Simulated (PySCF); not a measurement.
C4H10BNO.
Geometry (PBE0-D3(BJ)/def2-SVP, Å), atoms numbered from 1 in this order:
```
atom  x, y, z in Å
C1     1.6089    1.1079    0.6014
B2     0.6215   -0.0241    0.1030
C3     1.1433   -1.4690   -0.2517
N4    -0.7888    0.2309   -0.0558
C5    -1.7129   -0.8002   -0.5048
C6    -1.3465    1.4757    0.1912
O7    -2.5137    1.7487    0.0683
H8     1.7614    1.8585   -0.1951
H9     2.5988    0.6956    0.8427
H10    1.2516    1.6621    1.4833
H11    2.2353   -1.5635   -0.1759
H12    0.6951   -2.2137    0.4306
H13    0.8387   -1.7781   -1.2659
H14   -1.4845   -1.1151   -1.5339
H15   -2.7309   -0.3929   -0.4777
H16   -1.6592   -1.6844    0.1458
H17   -0.5954    2.2225    0.5199
```

The closed-shell ground state was solved at several levels (PySCF, density fitting, gas phase, non-relativistic).

```tsv
level	basis functions	total energy (Eh)	HOMO (eV)	LUMO (eV)	gap (eV)	dipole (D)
PBE0/pcSseg-1	169	-312.9261	-7.71	-0.67	7.04	2.75
B3LYP/pcJ-1	289	-313.3601	-7.44	-0.89	6.55	2.70
HF/pcSseg-1	169	-311.3027	-11.09	3.30	14.39	3.12
```

Task: Estimate the row for B3LYP/def2-SVPD, a basis of 223 functions; the other rows only guide the guess.

Result: Total energy -313.1320 Eh, HOMO -7.52 eV, LUMO -1.00 eV, gap 6.52 eV, dipole 2.92 D.

Task: Over all these levels, which gives the widest orbital gap and which the narrowest?

Result: HF/pcSseg-1 (Hartree–Fock, all exact exchange) has the widest, 14.39 eV, and B3LYP/def2-SVPD (global hybrid, 20 % exact exchange) the narrowest, 6.52 eV. Functional and basis both differ between the two, so the spread mixes both effects. The HOMO need not be the same orbital at Hartree–Fock and at DFT levels.

Task: How far do the dipole and the HOMO energy spread over the levels?

Result: The dipole runs from 2.70 to 3.12 D (mean 2.87 D) and the HOMO from -11.09 to -7.44 eV.

One conformer stands for the species.
